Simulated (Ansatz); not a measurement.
Saddle point of GaH5F2, closed shell (GaH₃ + HF + HF → GaH₂F ([F][GaH2]) + HF + H₂; bonds formed: H2–H7, H5–F8; dative contacts that become bonds: Ga1–F6; bonds broken: Ga1–H2, H5–F6, H7–F8), PBE0-D4/def2-TZVP structure:

Ga1  (-0.802, -0.357, -0.671)
H2  (0.583, 0.663, -0.917)
H3  (-0.485, -1.728, -1.328)
H4  (-2.054, 0.560, -0.670)
H5  (0.570, 0.006, 1.338)
F6  (-0.347, -0.594, 1.243)
H7  (1.058, 0.738, -0.045)
F8  (1.477, 0.711, 1.050)
(Å)

Energies are electronic, without zero-point energy. Barriers and step energies count from the start structure reached by relaxing down the imaginary mode; all methods use the PBE0-D4 structures, on which another method's saddle can fall below an end. Program: Ansatz 0.2.0. Basis: def2-TZVPP, with def2-QZVPP for the basis limit. Cores are frozen in the correlated methods. Filled d shells of the heavier atoms are correlated. The def2 sets are not built for correlating such inner shells, so the correlated values are less sure here. B3LYP uses VWN-RPA correlation. Extrapolation: Hartree–Fock as exp(−7.88 √X), correlation as X^−2.97.

```tsv
method	barrier (eV)	step energy (eV)
SPW92	-0.112	-0.117
PBE-D4	?	-0.398
BLYP-D4	?	-0.535
r2SCAN-D4	0.080	-0.449
B97M-V	0.280	-0.404
PBE0-D4	0.179	-0.414
B3LYP-D4	0.190	-0.525
r2SCAN0-D4	0.182	-0.454
BHLYP-D4	0.321	-0.555
CAM-B3LYP-D4	0.191	-0.493
wB97X-V	0.231	-0.520
wB97M-V	0.259	-0.491
B2PLYP	0.222	-0.551
PBE-QIDH	0.244	-0.474
RPA on PBE	?	-0.513
HF	0.623	-0.727
MP2	0.232	-0.553
CCSD	0.343	-0.538
CCSD(T)	0.281	-0.514
```

(1) Fill in the withheld barriers. (An estimate is asked for; the value comes from the calculation.)

No T1 diagnostic of these runs exceeds 0.013. The end structure is not quite a true minimum (one mode of 42i cm⁻¹).

## Answers

(1) Computed: RPA on PBE 0.243; PBE-D4 0.063; BLYP-D4 0.107 eV. Each is the energy of the saddle less that of the start structure, by the same method.

For comparison, the barrier by CCSD(T) at an estimated basis limit (MP2 extrapolated from triple and quadruple zeta, plus CCSD(T) − MP2 in triple zeta) is 0.301 eV.

Labels in which every atom is bracketed show which atoms are joined, not bond orders.

For scale, one of the runs: CCSD(T)/def2-TZVPP, 180 basis functions (an equivalent command: `ansatz run in.yaml --threads 4`). The run took 26 s on 4 CPU threads (shared host), with 1.9 GiB of host memory at its peak.
